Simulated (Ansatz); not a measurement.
Abridged output of a molecular run in Ansatz:

```
Functional definition: HF
1175 factors; integrals over basis functions are off by at most 1.4e-3 eV
mean field evaluation 1: about -10022.8796 eV, gradient 3.6e1 eV
mean field evaluation 2: about -10023.0106 eV, gradient 3.6e1 eV
mean field evaluation 4: about -10026.1787 eV, gradient 4.1e0 eV
mean field evaluation 8: about -10026.2312 eV, gradient 1.4e-4 eV
mean field -10026.23123593 eV, -368.4572018968 hartree, gradient 1.8e-6 eV, S^2 0.000000; 0 other end points of the search recorded, 0 dependent functions left out
7 core orbitals not correlated: weight in the atoms' cores, before any rotation towards them, 1.000 or more for the frozen orbitals, at most 0.000 for the correlated occupied ones
reference -10026.23123593 eV, -368.4572018968 hartree; 18, 18 occupied and 83, 83 virtual orbitals, 1175 factors
second order -16.19973819 eV of doubles, -0.00000000 eV of singles
cycle   1  -17.02991304 eV  change   -8.3e-1 eV  update   1.0e-1
cycle   2  -17.52996419 eV  change   -5.0e-1 eV  update   3.1e-2
cycle   3  -17.66255528 eV  change   -1.3e-1 eV  update   1.7e-2
cycle   4  -17.65904059 eV  change    3.5e-3 eV  update   3.8e-3
cycle   5  -17.65854846 eV  change    4.9e-4 eV  update   1.7e-3
cycle   6  -17.65871949 eV  change   -1.7e-4 eV  update   5.6e-4
cycle   7  -17.65845730 eV  change    2.6e-4 eV  update   2.4e-4
cycle   8  -17.65844023 eV  change    1.7e-5 eV  update   7.3e-5
cycle   9  -17.65846245 eV  change   -2.2e-5 eV  update   2.7e-5
perturbative correction -0.46830187 eV, -0.0172097763 hartree
Total energy: -10044.35800025 eV, -369.1233481989 hartree
```

Its atoms:

Cartesian coordinates in Å:
```
C 1.7169 -0.8728 0.6048
C 0.3566 -0.6359 -0.0080
O -0.0161 0.7054 0.2039
Sn -1.7486 1.3323 -0.4851
H 1.6909 -0.6667 1.6768
H 2.0324 -1.9089 0.4564
H 2.4585 -0.2141 0.1483
H -0.3750 -1.3253 0.4432
H 0.3922 -0.8712 -1.0840
H -1.7334 1.1210 -2.1812
H -1.8091 2.9626 -0.0126
H -2.9653 0.3737 0.2377
```

**Question.** Which basis set was used?
A. def2-TZVPP
B. def2-SVPD
C. def2-QZVPP
D. def2-SVP

**Answer.** D. It gives 108 functions.

**Question.** Write the keys of the input that set method, charge and spin (a neutral closed shell needs none for the last two).

**Answer.** 
```yaml
correlation: {method: ccsd_t}
```
